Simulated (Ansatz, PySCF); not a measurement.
In(H)(OH)(OEt) (C₂H₇InO₂), SMILES [O](CC)[InH][OH]. Atoms are numbered in the order given.

```xyz
12

In    -0.0385    -0.3050     0.8133
H     -0.2463    -1.3698     2.1262
O      1.2176     1.2525     0.6329
H      1.7499     1.3941     1.4281
O     -1.1310    -0.4677    -0.8513
C     -0.9275     0.3490    -1.9831
C      0.4781     0.2382    -2.5521
H     -1.6642     0.0295    -2.7463
H     -1.1483     1.4143    -1.7609
H      0.7110    -0.8117    -2.7950
H      0.5852     0.8357    -3.4727
H      1.2172     0.6106    -1.8218
```
Charge 0, spin multiplicity 1.

The structure is a stationary point at r2SCAN-D4/def2-SVP. The structure was generated by enumeration; whether it is a known compound was not checked. The def2 effective core potentials stand for the cores of In; spin–orbit coupling is left out. Other conformers were not sampled.

Two levels are set side by side: PBE-D3(BJ)/def2-SVP (Ansatz, a first-principles code) and r2SCAN-D4/def2-SVP (Ansatz). Each level has its own optimised geometry; the coordinates shown are those of the second. Frequencies come from the Hessian of PySCF at each geometry. Differences are taken from unrounded values.

```
quantity                            r2SCAN-D4
----------------------------------  ---------
mean bond length (Å)                    1.376
bond In1–O3 (Å)                         2.009
bond In1–O5 (Å)                         1.998
bond O5–C6 (Å)                          1.410
bond C6–C7 (Å)                          1.520
bond In1–H2 (Å)                         1.703
bond O3–H4 (Å)                          0.967
bond C6–H8 (Å)                          1.108
bond C6–H9 (Å)                          1.110
bond C7–H10 (Å)                         1.103
bond C7–H11 (Å)                         1.103
bond C7–H12 (Å)                         1.104
highest harmonic wavenumber (cm⁻¹)       3833
mean harmonic wavenumber (cm⁻¹)          1290
zero-point energy (kcal/mol)            55.31
```

Task: What does PBE-D3(BJ) give, and how far is it from r2SCAN-D4? (The exact figures need the calculation; the answer reports its results.)

Result: 
| quantity | PBE-D3(BJ) | PBE-D3(BJ) minus r2SCAN-D4 |
|---|---|---|
| mean bond length (Å) | 1.387 | 0.011 |
| bond In1–O3 (Å) | 2.032 | 0.023 |
| bond In1–O5 (Å) | 2.021 | 0.023 |
| bond O5–C6 (Å) | 1.416 | 0.005 |
| bond C6–C7 (Å) | 1.526 | 0.006 |
| bond In1–H2 (Å) | 1.721 | 0.017 |
| bond O3–H4 (Å) | 0.977 | 0.010 |
| bond C6–H8 (Å) | 1.116 | 0.008 |
| bond C6–H9 (Å) | 1.118 | 0.008 |
| bond C7–H10 (Å) | 1.110 | 0.007 |
| bond C7–H11 (Å) | 1.110 | 0.007 |
| bond C7–H12 (Å) | 1.111 | 0.008 |
| highest harmonic wavenumber (cm⁻¹) | 3704 | -129 |
| mean harmonic wavenumber (cm⁻¹) | 1255 | -35 |
| zero-point energy (kcal/mol) | 53.81 | -1.50 |
